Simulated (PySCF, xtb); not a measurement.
GaBr2, SMILES [Br][Ga+][Br], charge +1.

Harmonic wavenumbers (cm⁻¹) from GFN2-xTB (xtb) at its own minimum, in rising order: 67, 67, 182, 347.

### Question
What does PBE-D3(BJ)/def2-SVP run with PySCF 2.14.0 give at its own minimum? (The exact figures need the calculation; the answer reports its results.)

### Answer
85, 85, 242, 450. Paired by order, the mean absolute difference is 50 cm⁻¹ and the zero-point energies are 0.9 and 1.2 kcal/mol.
